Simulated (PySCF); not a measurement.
**Electron correlation in Au (gold, neutral)**

[Xe] 4f14 5d9 6s2, 2D determinant (an excited configuration). Calculation: PySCF 2.14, in aug-cc-pwCVDZ-PP with ECP60MDF; a scalar-relativistic core potential. Frozen: 5s2 5p6; 11 electrons correlated.

| level | correlation energy (mhartree) |
| --- | --- |
| CCSD | -327.32 |
| (T) | -10.28 |
| CCSD(T) | -337.60 |

Diagnostics: T1 = 0.017, D1 = 0.0579, largest double amplitude 0.041.

Spin-orbit coupling, absent here, splits the open shell strongly.

Cost of the coupled-cluster step: about 15 core-seconds, for 11 correlated electrons.
